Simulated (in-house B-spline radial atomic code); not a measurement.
**Ionising the tellurium ion Te⁸⁺ with different functionals**

Computed with an all-electron radial atomic-structure program (B-spline basis): scalar-relativistic (spin-free X2C) Hamiltonian, Fermi nucleus of rms radius 4.7423 fm, spin-polarised at highest spin, spherical fractional occupations for the functionals, the average over the highest-spin determinants for Hartree-Fock. The ionisation energy is the difference of two self-consistent energies, [Kr] 4d8 → [Kr] 4d7, without Breit or QED terms; ε is the level of the shell that loses the electron (its least bound occupied spin orbital). There is no spin-orbit coupling in this Hamiltonian.

Hybrids are left out here: with spherical fractional occupations of an open shell their exact exchange keeps a self-interaction that integer-occupation calculations don't have.

```json
{"method": "Hartree-Fock", "rung": "Hartree-Fock", "ΔSCF (eV)": "167.07", "-ε(4d) (eV)": "168.53"}
{"method": "LDA VWN5", "rung": "LDA", "ΔSCF (eV)": "169.05", "-ε(4d) (eV)": "157.60"}
{"method": "LDA PW92", "rung": "LDA", "ΔSCF (eV)": "169.04", "-ε(4d) (eV)": "157.59"}
{"method": "LDA exchange-only", "rung": "LDA", "ΔSCF (eV)": "166.76", "-ε(4d) (eV)": "155.38"}
{"method": "PBE", "rung": "GGA", "ΔSCF (eV)": "168.77", "-ε(4d) (eV)": "157.36"}
{"method": "PBEsol", "rung": "GGA", "ΔSCF (eV)": "168.74", "-ε(4d) (eV)": "157.32"}
{"method": "BLYP", "rung": "GGA", "ΔSCF (eV)": "168.53", "-ε(4d) (eV)": "157.11"}
{"method": "RPBE", "rung": "GGA", "ΔSCF (eV)": "168.73", "-ε(4d) (eV)": "157.31"}
{"method": "PW91", "rung": "GGA", "ΔSCF (eV)": "168.90", "-ε(4d) (eV)": "157.47"}
{"method": "BP86", "rung": "GGA", "ΔSCF (eV)": "168.87", "-ε(4d) (eV)": "157.44"}
{"method": "AM05", "rung": "GGA", "ΔSCF (eV)": "168.81", "-ε(4d) (eV)": "157.37"}
{"method": "OLYP", "rung": "GGA", "ΔSCF (eV)": "169.32", "-ε(4d) (eV)": "157.89"}
{"method": "TPSS", "rung": "meta-GGA", "ΔSCF (eV)": "168.68", "-ε(4d) (eV)": "157.29"}
{"method": "SCAN", "rung": "meta-GGA", "ΔSCF (eV)": "168.80", "-ε(4d) (eV)": "157.55"}
{"method": "r2SCAN", "rung": "meta-GGA", "ΔSCF (eV)": "168.84", "-ε(4d) (eV)": "157.60"}
{"method": "revTPSS", "rung": "meta-GGA", "ΔSCF (eV)": "168.61", "-ε(4d) (eV)": "157.22"}
```

How do they compare with the NIST value?

NIST lists 167 eV ± 2.2 (tabulated theory, ground level to ground level). Errors run from -0.24 to +2.32 eV; all lie within about twice that uncertainty, so the table can't rank the methods. Hartree-Fock also lacks correlation.
